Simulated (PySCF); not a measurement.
Stepwise substitution at one centre (Ga Cl-CH3). All species are isolated molecules in the gas phase. Strings in code marks are SMILES.

Level of theory: PBE-D3(BJ)/def2-TZVP // B3LYP-D3(BJ)/def2-TZVP in PySCF 2.14.0. Excitations are Tamm–Dancoff values on a coarser integration grid. The basis has no diffuse functions, so Rydberg states are missing or too high.

```json
[
 {"species": "0 of 3 Cl replaced by CH3 (`[Cl][Ga]([Cl])[Cl]`)", "T1 excitation (TDA) (eV)": "4.82", "HOMO–LUMO gap (eV)": "___"},
 {"species": "1 of 3 Cl replaced by CH3", "T1 excitation (TDA) (eV)": "___", "HOMO–LUMO gap (eV)": "5.43"},
 {"species": "2 of 3 Cl replaced by CH3 (`[CH3][Ga]([CH3])[Cl]`)", "T1 excitation (TDA) (eV)": "4.71", "HOMO–LUMO gap (eV)": "4.83"},
 {"species": "3 of 3 Cl replaced by CH3", "T1 excitation (TDA) (eV)": "4.65", "HOMO–LUMO gap (eV)": "4.83"}
]
```

### Question
Complete the blanks.

### Answer

- 0 of 3 Cl replaced by CH3 (`[Cl][Ga]([Cl])[Cl]`), HOMO–LUMO gap (eV): 4.98
- 1 of 3 Cl replaced by CH3, T1 excitation (TDA) (eV): 5.31
